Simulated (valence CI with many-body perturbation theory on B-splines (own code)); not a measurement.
**Pd³¹⁺: electric-dipole lines**

Method: configuration interaction combined with many-body perturbation theory (CI+MBPT): five valence electrons over a frozen Dirac-Fock core [Ne], a basis of 11 s, 11 p, 10 d, 8 f, 5 g, 2 h functions for each j, with the one-electron correlation potential Σ1 (screened to all orders), the two-electron term Σ2, the three-electron term Σ3, Breit, model QED; selected single and double excitations, second order for the rest, scaled by the run's own slope (own B-spline code, finite nucleus).

The last digits are not significant, and no measured levels were compared; by estimate large intervals hold to a few tenths of a per cent, small ones and those within an open d or f shell to about a per cent. Among the levels kept, up to 4100 cm⁻¹ of a level comes from second order outside the variational space, and about a tenth of that is noise between levels of different J, which matters for small intervals.

Lines 101 to 150 of 585 in falling wavelength, among levels below 3063.5 × 10³ cm⁻¹, chosen from the strongest by gf and those to the six lowest levels. Wavelengths and rates use the calculated energies. Electric multipoles are in the length gauge with retardation, E1 and E2 with the static RPA response of the core. Weak lines are less certain than strong ones. Lines between different terms over intervals too small for the method are left out, as are lines whose strength nearly cancels. Where a level lies close to another of its J and parity, the split of strength between their lines is uncertain. The highest levels of a list are the least certain.

Levels are named by their leading jj configuration (3d3/2^4 stands for four electrons in 3d with j = 3/2), which in mixed levels can hold well under half, so a name can repeat and another be missing. Letters in brackets count levels of one name in rising energy.

```csv
λ vac (nm),Upper,Lower,A (s⁻¹),S (a.u.)
9.370,(3s 3p1/2 3p3/2^2 3d5/2) J=3/2 [f],(3s^2 3p1/2 3p3/2 3d5/2) J=5/2 [b],2.41e+10,3.91e-02
9.358,(3s^2 3p3/2^2 3d3/2) J=5/2,(3s^2 3p3/2^3) J=3/2,6.37e+09,1.55e-02
9.355,(3s 3p1/2^2 3p3/2 3d5/2) J=5/2 [b],(3s^2 3p1/2^2 3d5/2) J=5/2,2.55e+10,6.19e-02
9.350,(3s 3p1/2^2 3p3/2^2) J=3/2,(3s^2 3p1/2^2 3p3/2) J=3/2,3.76e+10,6.07e-02
9.333,(3s 3p1/2 3p3/2^2 3d5/2) J=3/2 [e],(3s^2 3p1/2 3p3/2 3d5/2) J=3/2 [b],4.92e+10,7.89e-02
9.322,(3s 3p3/2^3 3d5/2) J=7/2 [a],(3s^2 3p3/2^2 3d5/2) J=7/2,2.28e+10,7.28e-02
9.317,(3s^2 3p1/2 3d3/2 3d5/2) J=7/2 [a],(3s^2 3p1/2 3p3/2 3d3/2) J=7/2,2.46e+10,7.85e-02
9.293,(3s 3p1/2^2 3p3/2 3d5/2) J=3/2,(3s^2 3p1/2^2 3d5/2) J=5/2,3.84e+10,6.08e-02
9.286,(3p1/2^2 3p3/2^3) J=3/2,(3s 3p1/2^2 3p3/2^2) J=5/2,1.06e+10,1.68e-02
9.285,(3s^2 3p1/2 3p3/2 3d5/2) J=5/2 [a],(3s^2 3p1/2 3p3/2^2) J=5/2,4.06e+09,9.62e-03
9.274,(3s^2 3p1/2 3d3/2 3d5/2) J=3/2,(3s^2 3p1/2 3p3/2 3d3/2) J=5/2 [b],1.46e+10,2.29e-02
9.273,(3s 3p3/2^3 3d5/2) J=7/2 [b],(3s^2 3p3/2^2 3d5/2) J=5/2 [a],1.28e+10,4.02e-02
9.240,(3s^2 3p3/2 3d3/2 3d5/2) J=3/2 [c],(3s^2 3p3/2^2 3d5/2) J=5/2 [b],1.96e+10,3.05e-02
9.227,(3s 3p1/2 3p3/2^2 3d5/2) J=3/2 [c],(3s^2 3p1/2 3p3/2 3d5/2) J=3/2 [a],1.30e+10,2.01e-02
9.213,(3s 3p3/2^3 3d3/2) J=1/2 [a],(3s^2 3p1/2 3p3/2 3d5/2) J=3/2 [b],4.52e+10,3.49e-02
9.204,(3s 3p1/2 3p3/2^2 3d3/2) J=3/2 [f],(3s^2 3p1/2 3p3/2 3d3/2) J=1/2 [b],2.16e+10,3.33e-02
9.198,(3s 3p1/2 3p3/2^2 3d5/2) J=9/2 [d],(3s^2 3p1/2 3p3/2 3d5/2) J=7/2 [a],9.50e+09,3.65e-02
9.190,(3s 3p1/2 3p3/2^2 3d3/2) J=3/2 [d],(3s^2 3p1/2 3p3/2 3d3/2) J=3/2 [a],1.47e+10,2.25e-02
9.186,(3s 3p1/2 3p3/2^2 3d5/2) J=5/2 [b],(3s^2 3p1/2 3p3/2 3d5/2) J=7/2 [a],3.17e+10,7.27e-02
9.185,(3s 3p1/2^2 3d3/2 3d5/2) J=7/2,(3s 3p1/2^2 3p3/2 3d3/2) J=5/2 [a],1.28e+10,3.93e-02
9.182,(3s^2 3p3/2 3d3/2^2) J=7/2,(3s^2 3p3/2^2 3d3/2) J=5/2,1.47e+10,4.51e-02
9.181,(3s 3p1/2 3p3/2^2 3d3/2) J=3/2 [d],(3s^2 3p1/2 3p3/2 3d3/2) J=5/2 [a],1.52e+10,2.33e-02
9.179,(3s 3p1/2 3p3/2^2 3d3/2) J=5/2 [f],(3s^2 3p1/2 3p3/2 3d3/2) J=5/2 [b],5.54e+10,1.27e-01
9.175,(3s^2 3p1/2 3p3/2 3d3/2) J=1/2 [b],(3s^2 3p1/2 3p3/2^2) J=1/2,1.94e+09,1.48e-03
9.151,(3s 3p1/2^2 3p3/2 3d5/2) J=5/2 [a],(3s 3p1/2^2 3p3/2^2) J=5/2,1.36e+10,3.09e-02
9.144,(3s^2 3p3/2 3d3/2 3d5/2) J=7/2 [b],(3s^2 3p3/2^2 3d5/2) J=9/2,6.88e+09,2.08e-02
9.133,(3s 3p1/2 3p3/2^2 3d5/2) J=5/2 [f],(3s^2 3p1/2 3p3/2 3d5/2) J=5/2 [b],5.74e+10,1.30e-01
9.129,(3p1/2^2 3p3/2^2 3d3/2) J=5/2,(3s 3p1/2^2 3p3/2 3d3/2) J=3/2 [a],8.37e+09,1.89e-02
9.127,(3s 3p3/2^3 3d3/2) J=3/2 [a],(3s^2 3p1/2 3p3/2 3d5/2) J=1/2 [a],1.72e+10,2.59e-02
9.117,(3s^2 3p3/2 3d5/2^2) J=7/2 [a],(3s^2 3p3/2^2 3d3/2) J=7/2,4.24e+10,1.27e-01
9.117,(3s 3p1/2 3p3/2^2 3d3/2) J=5/2 [b],(3s 3p1/2 3p3/2^3) J=3/2,1.32e+10,2.95e-02
9.114,(3s 3p1/2 3p3/2^2 3d5/2) J=3/2 [c],(3s 3p1/2 3p3/2^3) J=1/2,2.72e+10,4.07e-02
9.109,(3s 3p1/2^2 3p3/2 3d3/2) J=5/2 [b],(3s^2 3p1/2^2 3d3/2) J=3/2,3.83e+10,8.56e-02
9.105,(3s 3p1/2 3p3/2^2 3d5/2) J=5/2 [d],(3s^2 3p1/2 3p3/2 3d5/2) J=5/2 [a],1.35e+10,3.01e-02
9.094,(3s 3p1/2 3p3/2^2 3d5/2) J=5/2 [f],(3s^2 3p1/2 3p3/2 3d5/2) J=3/2 [c],1.34e+10,2.98e-02
9.083,(3s 3p1/2 3p3/2^2 3d3/2) J=7/2 [b],(3s^2 3p1/2 3p3/2 3d3/2) J=7/2,1.11e+10,3.29e-02
9.074,(3s 3p1/2 3p3/2^2 3d3/2) J=5/2 [f],(3s^2 3p1/2 3p3/2 3d3/2) J=3/2 [b],1.70e+10,3.75e-02
9.072,(3s 3p1/2 3p3/2^2 3d5/2) J=7/2 [c],(3s^2 3p1/2 3p3/2 3d5/2) J=7/2 [a],4.14e+10,1.22e-01
9.072,(3s^2 3p3/2 3d3/2 3d5/2) J=5/2 [b],(3s^2 3p3/2^2 3d3/2) J=7/2,3.60e+10,7.97e-02
9.065,(3s 3p1/2 3p3/2^3) J=1/2,(3s^2 3p1/2 3p3/2^2) J=3/2,4.26e+10,3.13e-02
9.059,(3s^2 3p3/2 3d3/2 3d5/2) J=3/2 [c],(3s^2 3p3/2^2 3d5/2) J=3/2,1.38e+10,2.02e-02
9.032,(3s 3p1/2 3p3/2^2 3d5/2) J=3/2 [e],(3s^2 3p1/2 3p3/2 3d3/2) J=1/2 [b],2.05e+10,2.98e-02
9.011,(3s^2 3p1/2 3d3/2 3d5/2) J=7/2 [b],(3s^2 3p1/2 3p3/2 3d5/2) J=5/2 [b],9.30e+10,2.69e-01
9.006,(3s 3p1/2 3p3/2^2 3d5/2) J=7/2 [d],(3s^2 3p1/2 3p3/2 3d5/2) J=7/2 [a],1.42e+10,4.11e-02
9.005,(3s 3p1/2^2 3p3/2 3d5/2) J=5/2 [b],(3s 3p1/2^2 3p3/2^2) J=3/2,3.65e+10,7.89e-02
9.003,(3s 3p1/2 3p3/2^2 3d5/2) J=5/2 [d],(3s^2 3p1/2 3p3/2 3d5/2) J=3/2 [a],1.84e+10,3.97e-02
9.001,(3s^2 3p1/2^2 3d5/2) J=5/2,(3s^2 3p1/2^2 3p3/2) J=3/2,2.95e+10,6.37e-02
8.997,(3s^2 3p3/2 3d3/2 3d5/2) J=5/2 [c],(3s^2 3p3/2^2 3d3/2) J=3/2 [b],2.62e+10,5.64e-02
8.996,(3s^2 3p1/2 3d5/2^2) J=9/2,(3s^2 3p1/2 3p3/2 3d5/2) J=7/2 [b],9.42e+10,3.39e-01
8.992,(3s^2 3p1/2 3d3/2 3d5/2) J=5/2,(3s^2 3p1/2 3p3/2 3d5/2) J=7/2 [b],1.95e+10,4.19e-02
```
